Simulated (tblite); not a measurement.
Q: Write Cartesian coordinates for `C=[C]C#CCNC=O` [radical] as optimised with GFN2-xTB. (Doublet state.)

A: 
```
atom  x, y, z in Å
C1     3.737    1.041    0.666
C2     2.594    0.446    0.543
C3     1.411   -0.083    0.363
C4     0.328   -0.664    0.261
C5    -0.995   -1.155   -0.017
N6    -1.799   -0.173   -0.741
C7    -2.980    0.263   -0.268
O8    -3.524   -0.145    0.726
H9     4.535    0.634    1.274
H10    3.964    1.977    0.168
H11   -0.932   -2.084   -0.602
H12   -1.539   -1.361    0.913
H13   -1.382    0.257   -1.552
H14   -3.419    1.045   -0.916
```

Any rigid rotation of these coordinates is as good. Atoms count from 1 in this order. C7 (carbon bonded to N, O and H) is planar (angles 125.3°, 122.9° and 111.8°, sum 360.0°, 0.01 Å off the plane of its three neighbours). C4 (carbon bonded to 2 C) is bent (angle 170.0°). Of the pairs four or more bonds apart, O8···H12 is among the closest relative to their van der Waals radii: 2.34 Å, 86 % of the sum of Bondi's values. N6 (nitrogen bonded to 2 C and H) is planar (angles 121.8°, 120.5° and 117.3°, sum 359.5°, 0.05 Å off the plane of its three neighbours).

Bonds between heavy atoms (Å): C1=C2 1.295, C2–C3 1.308, C3≡C4 1.233, C4–C5 1.439, C5–N6 1.461, N6–C7 1.344, C7=O8 1.205.

The geometry is computed with GFN2-xTB (gas phase). This method treats the open shell by occupation alone, without spin polarisation.

Point group: C1 (no symmetry element, even within 0.4 Å). Its GFN2-xTB frequencies are all real (lowest 31 cm⁻¹). Torsions: C4–C5–N6–C7 -123°, C5–N6–C7–O8 -4°. 3 starts were optimised and ended at 0.00, 0.03 and 1.78 kcal/mol (GFN2-xTB); the lowest of these is shown.

The run took 0.6 s wall on an Arm Neoverse V2 with one thread, shared host with 96 logical CPUs at a one-minute load of 61. This is the geometry optimisation.

One conformer stands for the species.
